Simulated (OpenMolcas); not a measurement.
Pr IV: CASPT2 settings compared

```json
{"Program": "OpenMolcas", "Basis": "ANO-R2 [8s6p3d3f1g]", "Scalar Hamiltonian": "X2C, finite nucleus", "Active space": "2 electrons in 7 orbitals (4f)", "State averaging": "2S+1 = 3 even, 21 roots; 2S+1 = 1 even, 27 roots kept (CI in the orbitals of an earlier block)", "Spin-orbit coupling": "RASSI with atomic mean-field integrals over the reference wave functions, term energies averaged over their components"}
```

Methods on the same reference wave functions:
A. CASSCF
B. XMS-CASPT2, IPEA 0.5 Eh, imaginary shift 0.3 Eh (closed shells correlated: 5s 5p)
C. XMS-CASPT2, IPEA 0.2 Eh, imaginary shift 0.05 Eh (closed shells correlated: 4d 5s 5p)
D. XMS-CASPT2, IPEA 0.6 Eh, sigma1 regulariser 0.1 Eh (closed shells correlated: 5s 5p)

Energies in cm⁻¹ above 4f² ³H₄, the measured ground level; measured values from Martin, Zalubas and Hagan, Atomic Energy Levels: The Rare-Earth Elements, NSRDS-NBS 60 (1978).

| Level | A | B | C | D | Measured |
| --- | --- | --- | --- | --- | --- |
| 4f² ³H₄ | 0.0 | 0.0 | 0.0 | 0.0 | 0.0 |
| 4f² ³H₅ | 2294 | 2300 | 2340 | 2310 | 2152 |
| 4f² ³H₆ | 4714 | 4710 | 4750 | 4730 | 4389 |
| 4f² ³F₂ | 6824 | 5990 | 5250 | 5700 | 4997 |
| 4f² ³F₃ | 8295 | 7490 | 6780 | 7210 | 6415 |
| 4f² ¹D₂ | 23696 | 20970 | 18720 | 19970 | 17334 |
| 4f² ¹I₆ | 28394 | 26340 | 25870 | 26320 | 22212 |
| 4f² ³P₀ | 29887 | 26240 | 23670 | 25260 | 21390 |
| 4f² ³P₁ | 30297 | 26650 | 24080 | 25670 | 22007 |
| 4f² ³P₂ | 31523 | 27940 | 25380 | 26950 | 23161 |

Deviations, from unrounded energies. A percentage is the sum of absolute deviations over the sum of measured energies, with the sign that they share, or ± where signs differ.

```tsv
Against measurement	Levels	A	B	C	D
mean absolute deviation (cm-1)	9	4700	2700	1400	2200
fine structure of the ground term (%)	2	+7.1	+7.2	+8.3	+7.7
other terms of the ground configuration (%)	7	+35.2	+20.5	+10.4	+16.6
```

C lies closest to measurement on these levels and A furthest from it. The largest miss of C in the table is 4f² ¹I₆, by +3700 cm-1. The ranking rests on the paired levels alone, and a cruder setting can come out closer through cancelling errors.

Among B to D the level of the table that moves most is 4f² ³P₀, by 2600 cm-1 (lowest in C, highest in B). Moves below CASPT2's spread within the term are not significant.

The mean deviations of B to D differ by less than CASPT2's widest spread within a term (1600 cm-1), so their order carries little weight.

From A to B the spin-free energies of the other terms of 4f² shown, above ³H, scale by factors of 0.87 to 0.92, as is usual when dynamic correlation screens the repulsion within a d or f shell.

The lowest spin-free term lies below A's lowest term by 0.190 hartree in B, 0.539 hartree in C, 0.190 hartree in D.

CASPT2 does not keep the components of a term degenerate, so their means are used; among the terms shown or strongly mixed into the levels shown the widest spread is 1600 cm-1 (4f² ¹I, D). Terms from blocks run as CI alone lack orbitals of their own. The CASPT2 spread within a term exceeds the gap to the next term for 4f² ¹I and 4f² ³P, so the order of their levels is uncertain (figures for B; the like holds for D). Without dynamic correlation excited terms often stand tens of per cent too high (terms of higher spin than the ground term too low), and those without a measured partner can miss by more than the paired ones (holds for A). Some levels mix across a computed gap that differs much from the measured one, so their mixing is not that of the real levels (holds for A). Some terms miss by over 15 % even with CASPT2, which points to a basis or an active space too small for the shells correlated (holds for B; C; D). Measured partners are found by configuration, term and J. A level has none where our copy of the source lacks it or the pairing is in doubt (some pairs that miss far off the trend of their configuration count as doubtful), and it then counts in no deviation. Levels of configurations outside the active space are missing. Levels that lie high or do not pair safely by name in every column are left out.
